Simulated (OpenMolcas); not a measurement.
4s2 4p2 along the 32-electron sequence

| Quantity | Value |
| --- | --- |
| Program | OpenMolcas |
| Method | MS-CASPT2, IPEA 0.25 Eh, imaginary shift 0.1 Eh |
| Basis | ANO-R3 |
| Scalar Hamiltonian | X2C, finite nucleus |
| Spin-orbit coupling | state interaction with AMFI integrals over the reference wave functions, term energies averaged over their components |

Active space for each ion: 4 electrons in 4 orbitals (4s 4p); closed shells correlated by CASPT2: 3d.

Computed levels in cm-1 above 3P0:

| Level | Se2+ | Br3+ | Kr4+ |
| --- | --- | --- | --- |
| 3P1 | 1550 | 2330 | 3310 |
| 3P2 | 3540 | 5050 | 6840 |
| 1D2 | 12320 | 15300 | 18470 |
| 1S0 | 27510 | 32640 | 38150 |
| weight of 3P in the lowest level (%) | 99 | 98 | 97 |

Measured, with the error of the calculation in %. Measured levels: Se2+ from Moore, Atomic Energy Levels, vol. II, NSRDS-NBS 35 (1971 reprint of NBS Circular 467, 1952); Kr4+ from Saloman, J. Phys. Chem. Ref. Data 36, 215 (2007).

| Level | Se2+ | Kr4+ |
| --- | --- | --- |
| 3P1 | 1741 (-11.0) | 3743 (-11.5) |
| 3P2 | 3937 (-10.1) | 7595 (-10.0) |
| 1D2 | 13032 (-5.5) | 19723 (-6.4) |
| 1S0 |  | 39204 (-2.7) |

The fine-structure level 3P2 changes by a factor of 1.93 from Se2+ to Kr4+. Its fourth root runs 7.71, 8.43, 9.09, with steps per unit of Z of 0.72, 0.66; equal steps would mean a (Z - σ)^4 law with constant σ.

1D2 changes by a factor of 1.5 over the same range, with steps per unit of Z of +2980, +3170 cm-1.

CASPT2 does not keep the components of a term degenerate, so their means are used; among the terms shown or strongly mixed into the levels shown the widest spread is 82 cm-1 (4s2 4p2 1D, Br3+). Over all roots computed the reference weight is 0.85 to 0.96 in Se2+, 0.85 to 0.97 in Br3+, 0.86 to 0.97 in Kr4+; the roots of lowest weight are the least certain, and an intruder state may touch them. Measured partners are found by configuration, term and J. A level has none where our copy of the source lacks it or the pairing is in doubt (some pairs that miss far off the trend of their configuration count as doubtful), and it then counts in no deviation. Only configurations of the active space appear.
